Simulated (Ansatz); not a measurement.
Born–Oppenheimer molecular dynamics of AlClFH₃O (7 atoms, charge 0, multiplicity 1). It starts at the highest image of a converged band. Of that band: The profile has 2 maxima (images 1, 5) with wells between them (image 3): this band takes more than one step, which may be the mechanism or a detour left from its start path. A vibrational analysis at the climbing image gives one clearly imaginary mode, 510i cm⁻¹: a first-order saddle point.

Theory: RKS PBE0/def2-SVP in Ansatz 0.2.0.

```
ensemble                      : NVE (velocity Verlet)
time step                     : 0.5 fs
steps asked                   : 200
starting velocities drawn for : 100 K
seed                          : 9465
```

First frame:

```xyz
7
Properties=species:S:1:pos:R:3
Al -0.134 0.069 -0.060
H -0.169 -0.155 1.610
O 1.252 -0.363 -0.918
H 2.169 -0.397 -0.648
Cl -1.992 -0.107 -1.000
F 0.013 1.806 0.757
H -0.071 1.071 1.511
```

(1) How far do the bonds stretch over the last three quarters of this one trajectory? (Pairs bonded in most of those frames.)

Answers

(1) 
| bond | mean (Å) | spread (Å) | shortest | longest |
| --- | --- | --- | --- | --- |
| Al1–H2 | 1.607 | 0.023 | 1.57 | 1.65 |
| Al1–O3 | 1.700 | 0.024 | 1.66 | 1.74 |
| Al1–Cl5 | 2.109 | 0.010 | 2.08 | 2.12 |
| Al1–F6 | 2.113 | 0.063 | 1.98 | 2.18 |
| O3–H4 | 0.957 | 0.008 | 0.94 | 0.97 |
| F6–H7 | 0.948 | 0.018 | 0.93 | 0.99 |

Mean temperature of the second half: 120 K. The conserved energy stayed within 0.031 meV per atom of its start (net change 0.014 meV per atom), so the integration is sound. A run of 0.1 ps of so small a system gives no equilibrium averages. The orbitals stay closed-shell, which can raise the energy where a bond breaks towards radicals; this wasn't checked here.

Run time: 7.3 min on 1 thread of Arm Neoverse V2, with other jobs on the host, peak memory 0.14 GiB.
